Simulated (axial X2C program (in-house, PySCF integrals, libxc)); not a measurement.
## KSb: from the spin-free to the two-component result

All values were computed with an in-house relativistic program for diatomic molecules. Spin-free means the one-electron spin-free X2C Hamiltonian; two-component (2c) means X2C with spin–orbit coupling and atomic mean-field two-electron Coulomb and Gaunt terms, so the difference of the two also holds small scalar two-electron terms. Basis: Sb dyall-v3z [11s12p8d1f], K dyall-v3z [11s12p4d2f] (cores contracted in-house); Gaussian nuclei, density fitting, unrestricted open shells. Masses: Sb 120.904 u, K 38.964 u.

Spin-free state: M_S = 1, Λ = 0 (beyond evenly filled blocks: π+α, π-α); fragments Sb + K.

```json
{"level": "PBE0", "Re (Å)": "3.315", "ωe (cm⁻¹)": "147.2", "De (eV)": "1.228", "μ (D)": "9.34"}
{"level": "M06", "Re (Å)": "3.317", "ωe (cm⁻¹)": "148.5", "De (eV)": "1.598", "μ (D)": "9.74"}
{"level": "PBE", "Re (Å)": "3.333", "ωe (cm⁻¹)": "140.7", "De (eV)": "1.301", "μ (D)": "8.32"}
```

Dipoles are positive if K is the positive end.

Two-component determinant lowest at the distance of the search:

Ω = 1 (⟨Sz⟩ = 0.95, ⟨Lz⟩ = 0.05 at PBE0); fragments Sb + K.

| level | Re (Å) | ωe (cm⁻¹) | De (eV) | μ (D) |
| --- | --- | --- | --- | --- |
| PBE0 | 3.308 | 146.3 | 1.214 | 9.37 |
| M06 | 3.286 | 143.0 | 1.605 | 10.05 |
| PBE | 3.329 | 139.7 | 1.279 | 8.31 |

(1) From the two tables, how do the constants change at the PBE0 level (2c against spin-free)?

Occupations by symmetry block were frozen at the best pattern of an incomplete PBE0 search. Dissociation energies refer to the lowest single-determinant-based atoms at the same level and basis. Density functionals use the spin component along the axis (collinear). PBE0 can misorder states that lie within some tenths of an eV, so this need not be the ground state of the molecule. The nearest other spin-free determinant of the search, M_S = 0, Λ = 2, lies 0.78 eV up at the distance of the search. Without a current term, density functionals place determinants with orbital angular momentum somewhat too high. With several unpaired electrons one determinant need not be a pure state. Open-shell Ω = 0 determinants with evenly filled partner blocks cannot be reached by this program, so the Ω shown need not be the lowest component. This is the Ω = 1 component of a π² triplet; the 0⁺ component is not one determinant and can lie lowest.

Answers

(1) At the PBE0 level Re goes down by 0.007 Å and ωe drops by 0.9 cm⁻¹; De changes by -0.014 eV.
